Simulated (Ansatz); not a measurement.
Relaxation of ClF2HOZr (6 atoms, charge 0, multiplicity 1), to a largest force component of 0.02 eV/Å in at most 40 steps.

Level of theory: RKS PBE/def2-SVP (Ansatz).

```xyz
6
Properties=species:S:1:pos:R:3
Zr 0.000 0.000 0.000
O 0.000 0.000 2.070
H -0.909 -0.281 2.407
Cl 2.376 0.000 -0.839
F -0.933 1.616 -0.659
F -0.933 -1.616 -0.659
```

Problem. Where does it end, and by what steps?

Solution. It converged. After 9 steps the energy has fallen by 0.669 eV; H3 moved furthest, 0.60 Å.

```json
{"step": "0", "energy less start (eV)": "0.0000", "largest force component (eV/Å)": "2.201", "accepted": "yes"}
{"step": "1", "energy less start (eV)": "-0.4190", "largest force component (eV/Å)": "1.831", "accepted": "yes"}
{"step": "2", "energy less start (eV)": "-0.5480", "largest force component (eV/Å)": "0.534", "accepted": "yes"}
{"step": "3", "energy less start (eV)": "-0.5750", "largest force component (eV/Å)": "0.327", "accepted": "yes"}
{"step": "4", "energy less start (eV)": "-0.6010", "largest force component (eV/Å)": "1.001", "accepted": "yes"}
{"step": "5", "energy less start (eV)": "-0.6586", "largest force component (eV/Å)": "0.275", "accepted": "yes"}
{"step": "6", "energy less start (eV)": "-0.6629", "largest force component (eV/Å)": "0.321", "accepted": "yes"}
{"step": "7", "energy less start (eV)": "-0.6679", "largest force component (eV/Å)": "0.091", "accepted": "yes"}
{"step": "8", "energy less start (eV)": "-0.6689", "largest force component (eV/Å)": "0.023", "accepted": "yes"}
{"step": "9", "energy less start (eV)": "-0.6690", "largest force component (eV/Å)": "0.008", "accepted": "yes"}
```

```xyz
6
Properties=species:S:1:pos:R:3
Zr -0.068 -0.026 -0.069
O -0.324 -0.111 1.818
H -0.457 -0.156 2.775
Cl 2.247 -0.006 -0.579
F -0.896 1.560 -0.743
F -0.900 -1.542 -0.883
```

Whether the end is a true minimum wasn't checked by a vibrational analysis.

Time of the run: 23 s on 2 threads of Arm Neoverse V2 (shared host), peak memory 0.15 GiB.
